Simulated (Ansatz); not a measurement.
Gas-phase electronic energies from Ansatz, PBE0-D4/def2-TZVP geometries. CCSD(T)/CBS adds triple-zeta CCSD(T) − MP2 to the extrapolated MP2 energy (def2 sets, frozen cores). Functionals use def2-TZVPP. B3LYP here is the variant with VWN-RPA as its local correlation; programs differ in this. For Ge outer-core shells are correlated without core-valence functions, which leaves a few kJ/mol of doubt a bond. Scalar relativity is left out up to krypton. One conformer a species, not always the lowest.

Reaction (ligand exchange at a Ge–C bond): `C#CC[CH2][GeH3]` + `O[SiH2]F` → `F[SiH2][O][GeH3]` + `C#CCC`

| species | B3LYP energy (Eh) |
| --- | --- |
| `C#CC[CH2][GeH3]` | -2234.27674 |
| `O[SiH2]F` | -466.59138 |
| `F[SiH2][O][GeH3]` | -2544.85741 |
| `C#CCC` | -156.03528 |

Task: Work out ΔE.

Result: ΔE = (-2544.85741) + (-156.03528) − (-2234.27674) − (-466.59138) = -0.02457 Eh = -0.67 eV. CCSD(T)/CBS gives -0.57 eV.

Largest T1 diagnostic among the species: 0.012.

In def2-TZVPP, CCSD(T) changes the Hartree–Fock value by +0.26 eV (the triples alone add +0.03 eV) and MP2 by +0.27 eV.
